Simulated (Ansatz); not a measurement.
`C[SiH]([AlH2])[GaH2]`. Total charge 0; spin multiplicity 1.

```csv
atom,x (Å),y (Å),z (Å)
C1,-1.357,1.303,0.105
Si2,-0.352,-0.289,0.294
Al3,1.772,0.002,1.472
Ga4,0.125,-1.362,-1.803
H5,-2.305,1.111,-0.402
H6,-1.575,1.750,1.077
H7,-0.801,2.034,-0.486
H8,-1.130,-1.293,1.090
H9,2.576,-1.266,1.997
H10,2.410,1.447,1.677
H11,0.012,-0.582,-3.169
H12,0.624,-2.856,-1.851
```

Question: List the harmonic frequencies (cm⁻¹, unscaled) at PBE0-D4/def2-TZVP in Ansatz. (Best estimate.)

Answer: Ansatz gave: 65, 73, 91, 121, 141, 151, 302, 349, 383, 416, 477, 564, 612, 640, 697, 743, 774, 806, 886, 1273, 1451, 1456, 1895, 1911, 1930, 1944, 2152, 3054, 3139, 3140.

Question: Is this a minimum?

Answer: Yes, all 30 modes are real.

Question: Give the ideal-gas thermochemistry at 298.15 K and 1 bar (rigid rotor, harmonic oscillator; point group C1, symmetry number 1).

Answer: Zero-point energy 189.2 kJ/mol; H(298) − E = 217.3 kJ/mol; entropy 409.5 J/(mol·K), of which translation 170.9, rotation 120.2, vibration 118.5; G(298) − E = 95.2 kJ/mol. Modes under 100 cm⁻¹ are hindered rotations or soft bends, so the harmonic entropy is rough.

Question: And at 400, 500, 600, 800 and 1000 K?

Answer: 
| T (K) | H − E (kJ/mol) | S (J/mol/K) | G − E (kJ/mol) |
| --- | --- | --- | --- |
| 400 | 232.9 | 454.5 | 51.1 |
| 500 | 250.1 | 492.8 | 3.7 |
| 600 | 268.8 | 526.8 | -47.3 |
| 800 | 309.8 | 585.7 | -158.7 |
| 1000 | 354.4 | 635.4 | -280.9 |

Question: Rotational constants (cm⁻¹)?

Answer: 0.1044, 0.04465, 0.03356.
